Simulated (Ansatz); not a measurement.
The first iterations of a band of AlFH4NO (8 atoms, charge 0, multiplicity 2).

Level of theory: Ansatz, UKS r2SCANh-D4/def2-SVP.

| Property | Result |
| --- | --- |
| movable images | 5 |
| climbing image | yes |
| spring | 5.0 eV/Å² |
| optimiser | quadratic models (default) |
| start path | through a guess of the saddle point |
| force threshold | 0.05 eV/Å |
| iteration limit | 60 |
| end points | relaxed |

Initial state:

```xyz
8
Properties=species:S:1:pos:R:3
Al -0.131 0.129 0.322
F -0.450 1.663 0.897
N 1.504 -0.003 -0.574
H 1.798 -0.907 -0.945
H 2.325 0.483 -0.213
O -1.358 -0.833 -0.351
H -2.295 -0.647 -0.365
H 0.920 -0.733 1.348
```

Final state:

```xyz
8
Properties=species:S:1:pos:R:3
Al 0.577 -0.421 0.697
F 0.080 1.038 1.430
N 1.825 -0.204 -0.562
H 2.431 -0.938 -0.905
H 2.216 0.700 -0.807
O -1.296 -0.347 -0.138
H -1.897 -1.085 0.023
H -1.622 0.411 0.380
```

| iteration | highest image above the first end (eV) | largest band force component (eV/Å) |
| --- | --- | --- |
| 1 | 5.586 | 20.337 |
| 2 | 2.527 | 3.743 |
| 3 | 2.056 | 2.247 |
| 4 | 1.769 | 2.092 |
| 5 | 1.474 | 0.665 |
| 6 | 1.441 | 0.722 |
| 7 | 1.421 | 0.599 |
| 8 | 1.410 | 0.334 |
| 9 | 1.491 | 1.196 |
| 10 | 1.494 | 1.071 |
| 11 | 1.499 | 1.049 |

Problem. Does the band converge within its limit, and where does its top end?

Solution. The forces met the threshold. It ended after 33 iterations with the highest image 1.421 eV above the first end. The profile has 2 maxima (images 2, 4) with wells between them (image 3): this band takes more than one step, which may be the mechanism or a detour left from its start path. A vibrational analysis at the climbing image gives one clearly imaginary mode, 91i cm⁻¹: a first-order saddle point.

Time of the run: 2.5 min on 4 threads of Intel(R) Xeon(R) 6975P-C (Granite Rapids), on a shared host, peak memory 0.28 GiB.
